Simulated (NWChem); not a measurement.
Molecule: C₂H₇FSi; SMILES F[SiH](C)C

Problem. Give the equilibrium geometry at PBE0/def2-SVP (NWChem) as a list of bonds and angles, with the point group.

Solution. point group Cs; any orientation.
Bonds (Å): Si1–C2 1.865, Si1–C3 1.865, Si1–F4 1.636, Si1–H5 1.493, C2–H6 1.102, C2–H7 1.101, C2–H8 1.101, C3–H9 1.101, C3–H10 1.102, C3–H11 1.101. Bond angles (°): C2–Si1–C3 112.5, C2–Si1–F4 108.0, C2–Si1–H5 110.8, C3–Si1–F4 108.0, C3–Si1–H5 110.8, F4–Si1–H5 106.5, Si1–C2–H6 110.7, Si1–C2–H7 111.1, Si1–C2–H8 110.9, H6–C2–H7 107.9, H6–C2–H8 108.0, H7–C2–H8 108.1, Si1–C3–H9 111.1, Si1–C3–H10 110.7, Si1–C3–H11 110.9, H9–C3–H10 107.9, H9–C3–H11 108.1, H10–C3–H11 108.0.
